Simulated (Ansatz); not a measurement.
Input for Ansatz (a first-principles code): R-CCSD(T)/aug-cc-pVDZ on H2 (SMILES [H][H]).

Ansatz 0.2 input:
```yaml
crystal:
  periodic: [false, false, false]
  atoms:
    - {symbol: H, position_ang: [0.00000000, 0.00000000, 0.37198582]}
    - {symbol: H, position_ang: [-0.00000000, -0.00000000, -0.37198582]}
basis:
  gaussian:
    orbitals: aug-cc-pVDZ
magnetization: {spin_polarized: false}
correlation: {method: ccsd_t, electrons: outside_noble_gas}
scf: {lower_state_search: off}
```

Problem. Give the final energy of this run.

Solution. -1.1647 hartree (reference determinant -1.1288, T1 diagnostic 0.005).
